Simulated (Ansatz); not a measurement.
`O[Si](O)(F)N[SiH2]Cl` + `F[SiH](F)S` → `F[SiH](F)S[SiH2]Cl` + `N[Si](O)(O)F`  (ligand exchange at the Si–N bond)

Isolated molecules relaxed with PBE0-D4/def2-TZVP in Ansatz; ΔE leaves out vibrations. CCSD(T)/CBS adds triple-zeta CCSD(T) − MP2 to the extrapolated MP2 energy (def2 sets, frozen cores). Functionals use def2-TZVPP. Each species was taken in one conformer, which may not be the lowest.

`O[Si](O)(F)N[SiH2]Cl`:

Z-matrix (Å, degrees):
```
Si
O 1 1.628
F 1 1.591 2 108.6
O 1 1.619 2 106.5 3 -121.3
N 1 1.705 2 116.0 3 116.9
H 2 0.959 1 117.9 3 -56.5
H 4 0.959 1 117.2 2 27.8
Si 5 1.714 1 128.2 2 -98.0
H 5 1.011 1 115.3 2 67.2
Cl 8 2.068 5 111.5 1 67.7
H 8 1.479 5 108.2 1 -174.9
H 8 1.475 5 111.2 1 -50.3
```

`F[SiH](F)S`:

Cartesian coordinates in Å:
```
F 1.338 0.575 0.879
Si 0.130 -0.318 0.372
F -1.094 0.071 1.300
S -0.298 0.052 -1.655
H 0.456 -1.740 0.550
H -0.533 1.360 -1.446
```

`F[SiH](F)S[SiH2]Cl`:

Cartesian coordinates in Å:
```
F -1.662 -0.088 1.134
Si -0.778 1.185 0.808
F -1.406 1.826 -0.497
S 1.233 0.641 0.496
Si 0.919 -1.021 -0.814
Cl 0.771 -2.775 0.224
H -0.868 2.154 1.910
H 2.116 -1.092 -1.675
H -0.325 -0.830 -1.587
```

`N[Si](O)(O)F`:

Cartesian coordinates in Å:
```
N -1.032 -0.187 0.903
Si 0.065 0.107 -0.344
O 0.905 -1.279 -0.516
O 0.953 1.436 -0.028
F -0.578 0.458 -1.758
H -1.589 0.552 1.298
H -1.463 -1.090 1.008
H 1.314 -1.438 -1.367
H 1.425 1.442 0.805
```

| level | ΔE (kJ/mol) |
| --- | --- |
| ωB97M-V | 6.1 |
| CCSD/def2-TZVPP | 11.5 |
| MP2/def2-QZVPP | 2.7 |
| CCSD/CBS(def2) | 6.7 |

Task: What does CCSD(T)/CBS give? (Best estimate.)

Result: Ansatz gave: +4.7 kJ/mol. The listed levels differ from it by 1.4, 6.8, -2.0, 2.0 kJ/mol.

Largest T1 diagnostic among the species: 0.012.

In def2-TZVPP, CCSD(T) changes the Hartree–Fock value by −7.0 kJ/mol (the triples alone add −1.9 kJ/mol) and MP2 by −11.2 kJ/mol.
